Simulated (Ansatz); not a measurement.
```xyz
7

O     0.9643   -0.4698    0.6136
C    -0.2766   -0.1300    0.1595
O    -0.2801    0.3461   -1.1356
Br   -1.0865    1.3093    1.2349
H     1.5430    0.2970    0.5171
H    -0.9242   -0.9941    0.3112
H     0.0599   -0.3586   -1.7007
```

Total charge 0; spin multiplicity 1.

Task: List the CAM-B3LYP/def2-TZVPP orbital energies in eV (Ansatz 0.2.0). (An estimate is asked.)

Result: Computed: Occupied: -13140.75, -1702.24, -1534.02, -1533.93, -1533.92, -523.66, -523.54, -283.42, -238.33, -179.31, -179.02, -179.01, -73.64, -73.55, -73.55, -73.31, -73.31, -32.65, -30.55, -23.82, -20.51, -18.22, -16.13, -14.83, -14.26, -11.74, -11.33, -10.50, -9.57, -9.42. Lowest empty: 1.02, 1.50, 2.24, 3.28, 4.75, 5.59, 6.17, 7.70.
